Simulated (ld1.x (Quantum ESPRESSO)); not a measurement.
## Cutoff test, lead, ultrasoft

lead (Pb), ultrasoft, made with ld1.x (Quantum ESPRESSO) 7.5 (PBEsol, scalar-relativistic). Core [Xe] 4f14 5d10, reference 6s2 6p2. Waves: 6s (bound): rcut 1.80, rcutus 2.10 bohr; 6s channel at -0.5 Ry: rcut 1.80, rcutus 2.10 bohr; 6p (bound): rcut 2.05, rcutus 2.20 bohr; 6p channel at 1.15 Ry: rcut 2.05, rcutus 2.20 bohr; 6d channel at 0.35 Ry: rcut 1.55, rcutus 1.95 bohr. Local part: all-electron potential smoothed inside 2.15 bohr (lloc = -1). Core correction: a·sin(br)/r model core inside 1.35 bohr. Augmentation charge: built from norm-conserving waves at rcut, not smoothed further.

The pseudo-atom Hamiltonian at the reference potential is diagonalised in spherical Bessel functions j_l(qr) that vanish at 20 bohr, with q² up to the cutoff. All-electron valence levels (Ry): 6s -0.8890, 6p -0.2584.

Question: How do the lowest levels (Ry) of each channel move with the cutoff, and are there ghosts?

Answer:

```json
{"cutoff (Ry)": "8", "s #1": "-0.8886", "s #2": "-0.0362", "p #1": "-0.2570", "p #2": "0.0244", "d #1": "-0.0309", "d #2": "0.0662", "f #1": "0.1039", "Σ f·Δε (mRy)": "6.2"}
{"cutoff (Ry)": "10", "s #1": "-0.8894", "s #2": "-0.0363", "p #1": "-0.2582", "p #2": "0.0243", "d #1": "-0.0755", "d #2": "0.0615", "f #1": "0.1039", "Σ f·Δε (mRy)": "2.3"}
{"cutoff (Ry)": "12", "s #1": "-0.8894", "s #2": "-0.0364", "p #1": "-0.2588", "p #2": "0.0242", "d #1": "-0.1345", "d #2": "0.0583", "f #1": "0.1039", "Σ f·Δε (mRy)": "1.1"}
{"cutoff (Ry)": "15", "s #1": "-0.8895", "s #2": "-0.0364", "p #1": "-0.2589", "p #2": "0.0242", "d #1": "-0.2149", "d #2": "0.0559", "f #1": "0.1039", "Σ f·Δε (mRy)": "0.7"}
{"cutoff (Ry)": "18", "s #1": "-0.8897", "s #2": "-0.0364", "p #1": "-0.2589", "p #2": "0.0242", "d #1": "-0.3998", "d #2": "0.0529", "f #1": "0.1039", "Σ f·Δε (mRy)": "0.4"}
{"cutoff (Ry)": "21", "s #1": "-0.8897", "s #2": "-0.0364", "p #1": "-0.2589", "p #2": "0.0242", "d #1": "-0.5792", "d #2": "0.0513", "f #1": "0.1039", "Σ f·Δε (mRy)": "0.2"}
{"cutoff (Ry)": "400", "s #1": "-0.8898", "s #2": "-0.0364", "p #1": "-0.2590", "p #2": "0.0242", "d #1": "-1.3233", "d #2": "0.0481", "f #1": "0.1039", "Σ f·Δε (mRy)": "0.0"}
```

Result: ghost state, extra bound levels that the all-electron valence spectrum of the same l lacks: d at -18.0 eV (a true bound ghost makes a file unfit for plane-wave use); 10 mRy is reached at 8 Ry and 1 mRy at 15 Ry.

Its largest configuration-test error is -657 meV.
